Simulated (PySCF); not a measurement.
H5Si, SMILES [SiH5-], charge -1.

Geometry: PBE0-D3(BJ)/def2-TZVPD.

Two levels are set side by side: PBE/def2-TZVPD (PySCF) and r2SCAN/def2-TZVPD (PySCF). Same geometry, gas phase. Differences are taken from unrounded values.

```csv
quantity,r2SCAN,PBE,PBE minus r2SCAN
orbital gap (eV),3.59,2.76,-0.83
highest occupied level (eV),0.96,1.14,0.19
lowest empty level (eV),4.55,3.90,-0.64
mean polarisability (bohr³),57.5,60.1,2.6
```

Rough cost on one machine, each run with all the roots and properties that it gave: r2SCAN against PBE about 4 times.
